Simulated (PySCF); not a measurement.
**Vertical excitation energies**

Compound: C₈H₁₂.
SMILES with atom numbers: `[CH2:1]=[CH:2][C:3](=[C:4]=[CH:5][CH3:6])[CH2:7][CH3:8]` (hydrogens: H9, H10 on C1; H11 on C2; H12 on C5; H13, H14, H15 on C6; H16, H17 on C7; H18, H19, H20 on C8)

Computed with TDDFT PBE0/def2-SVPD, vertical, gas phase, core orbitals frozen in the response in PySCF 2.14.0, density-fitted response routines. Geometry: GFN2-xTB, one conformer, isolated molecule. Torsions of this conformer, `[CH2:1]=[CH:2][C:3](=[C:4]=[CH:5][CH3:6])[CH2:7][CH3:8]`: C1–C2–C3–C4 178°, C2–C3–C7–C8 -80°.

```
state  E (eV)  E (hartree)       f  |μ| (D)  main configurations (H = HOMO, L = LUMO)
   S1    5.17       0.1900  0.0013     0.26                               H-1→L (93%)
   S2    5.59       0.2054   0.676     5.65                                 H→L (94%)
   S3    5.63       0.2069  0.0058     0.52                  H→L+1 (70%), H→L+2 (19%)
   S4    6.24       0.2294   0.021     0.94                  H→L+2 (70%), H→L+1 (21%)
   S5    6.61       0.2430   0.010     0.63                               H→L+3 (87%)
   S6    6.92       0.2542   0.021     0.90              H-1→L+2 (56%), H-1→L+1 (34%)
```

Triplets, Tamm–Dancoff:

| state | E (eV) | λ (nm) | main configurations (H = HOMO, L = LUMO) |
| --- | --- | --- | --- |
| T1 | 3.29 | 376.4 | H→L (94%) |
| T2 | 4.78 | 259.3 | H-1→L+1 (55%), H-1→L+2 (25%) |

The lowest singlet comes at 240 nm (499 kJ/mol) in the ultraviolet; it is very weak; its leading configuration is HOMO-1→LUMO (93%). The strongest level in the table is S2 at 5.59 eV (222 nm, f = 0.676). Löwdin shares by element: HOMO carbon 79% or more (atoms not listed hold the other 21%); LUMO carbon 72% or more (atoms not listed hold the other 28%). Orbital energies (eV): HOMO-3 -9.49, HOMO-2 -8.74, HOMO-1 -7.29, HOMO -6.46, LUMO -0.58, LUMO+1 0.63, LUMO+2 0.86. The oscillator strengths of these states sum to 0.735; summed over the whole spectrum of an exact calculation they would give the number of electrons, 60 (Thomas–Reiche–Kuhn). Of the 6 states listed, 3 reach f = 0.01 and none stays under 0.0005. Only the lowest 6 singlets were computed, as vertical energies without vibronic structure.
